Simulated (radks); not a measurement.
Values are calculated unless marked as measured or tabulated.
The table gives one normalised radial function P(r) = r R(r) of Xe1.25+ in [Kr] 4d10 5s2 5p(up 2.75, down 2) (r in bohr). Code: a radial shooting solver on a logarithmic mesh with Libxc functionals. Model: scalar-relativistic Kohn-Sham, PBEsol, spin-polarised, spherical densities, point nucleus.

r           P
0.001424   0.0000
0.001899   0.0000
0.002513   0.0000
0.003325   0.0001
0.004434   0.0002
0.005867   0.0005
0.007825   0.0011
0.01035    0.0023
0.01381    0.0050
0.01827    0.0105
0.02418    0.0217
0.03224    0.0441
0.04266    0.0846
0.0569     0.1566
0.07529    0.2655
0.1004     0.4154
0.1329     0.5663
0.1758     0.6469
0.2345     0.5439
0.3102     0.1860
0.4138    -0.3902
0.5475    -0.9281
0.7302    -1.1758
0.9662    -1.0293
1.278     -0.6639
1.705     -0.3073
2.256     -0.1019
3.009     -0.0208
3.981     -0.0025
5.31      -0.0001
7.026     0.0000

Which n and l does it have? It may be an empty orbital.

Answer. n = 4, l = 2: the number of nodes gives n - l - 1 = 1, the rise at small r (about r^(l+1), flatter next to the nucleus through relativity) gives l, and the extent must fit the shell. The curve is that of 4d up; the table hardly tells the two spins apart. 4d up: eigenvalue -72.098 eV, 1 radial node at r = 0.343 bohr, <r> = 0.877 bohr, 90 % of the charge inside 1.33 bohr.
